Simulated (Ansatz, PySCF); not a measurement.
C4H11NSi, SMILES C/C(=N\CC)[SiH3]. Atoms are numbered in the order given.

```xyz
17

C     -3.0534    -0.0688    -0.2275
C     -1.7239     0.6582    -0.1183
N     -0.6200    -0.2869    -0.0554
C      0.5807     0.1551     0.0474
C      0.9516     1.6211     0.1102
Si     1.9529    -1.1550     0.1220
H     -3.8940     0.6408    -0.2758
H     -3.0739    -0.6977    -1.1306
H     -3.2020    -0.7291     0.6405
H     -1.5881     1.3433    -0.9806
H     -1.7162     1.3135     0.7771
H      0.4655     2.1098     0.9730
H      2.0371     1.7765     0.1960
H      0.5988     2.1517    -0.7917
H      1.3792    -2.5253     0.0474
H      2.7314    -0.9900     1.3915
H      2.9133    -0.9356    -1.0068
```
Charge 0, spin multiplicity 1.

Geometry optimised at r2SCAN-D4/def2-SVP. The structure was generated by enumeration; whether it is a known compound was not checked. One conformer was computed; it need not be the lowest.

Two levels are set side by side: PBE-D3(BJ)/def2-SVP (Ansatz, a quantum-chemistry and plane-wave program) and r2SCAN-D4/def2-SVP (Ansatz). Each level has its own optimised geometry; the coordinates shown are those of the second. Frequencies come from the Hessian of PySCF at each geometry. Differences are taken from unrounded values.

| quantity | r2SCAN-D4 |
|---|---|
| mean bond length (Å) | 1.312 |
| bond C1–C2 (Å) | 1.519 |
| bond C2–N3 (Å) | 1.455 |
| bond N3–C4 (Å) | 1.284 |
| bond C4–C5 (Å) | 1.513 |
| bond C4–Si6 (Å) | 1.899 |
| bond C1–H7 (Å) | 1.101 |
| bond C1–H8 (Å) | 1.101 |
| bond C1–H9 (Å) | 1.101 |
| bond C2–H10 (Å) | 1.110 |
| bond C2–H11 (Å) | 1.110 |
| bond C5–H12 (Å) | 1.104 |
| bond C5–H13 (Å) | 1.100 |
| bond C5–H14 (Å) | 1.104 |
| bond Si6–H15 (Å) | 1.487 |
| bond Si6–H16 (Å) | 1.498 |
| bond Si6–H17 (Å) | 1.498 |
| highest harmonic wavenumber (cm⁻¹) | 3143 |
| mean harmonic wavenumber (cm⁻¹) | 1348 |
| zero-point energy (kcal/mol) | 86.75 |

### Question
What does PBE-D3(BJ) give, and how far is it from r2SCAN-D4? (The exact figures need the calculation; the answer reports its results.)

### Answer

```tsv
quantity	PBE-D3(BJ)	PBE-D3(BJ) minus r2SCAN-D4
mean bond length (Å)	1.319	0.008
bond C1–C2 (Å)	1.525	0.006
bond C2–N3 (Å)	1.458	0.003
bond N3–C4 (Å)	1.290	0.006
bond C4–C5 (Å)	1.517	0.004
bond C4–Si6 (Å)	1.907	0.009
bond C1–H7 (Å)	1.109	0.007
bond C1–H8 (Å)	1.108	0.008
bond C1–H9 (Å)	1.108	0.008
bond C2–H10 (Å)	1.117	0.008
bond C2–H11 (Å)	1.117	0.008
bond C5–H12 (Å)	1.112	0.008
bond C5–H13 (Å)	1.107	0.007
bond C5–H14 (Å)	1.112	0.008
bond Si6–H15 (Å)	1.499	0.011
bond Si6–H16 (Å)	1.509	0.011
bond Si6–H17 (Å)	1.509	0.011
highest harmonic wavenumber (cm⁻¹)	3073	-70
mean harmonic wavenumber (cm⁻¹)	1312	-36
zero-point energy (kcal/mol)	84.42	-2.32
```
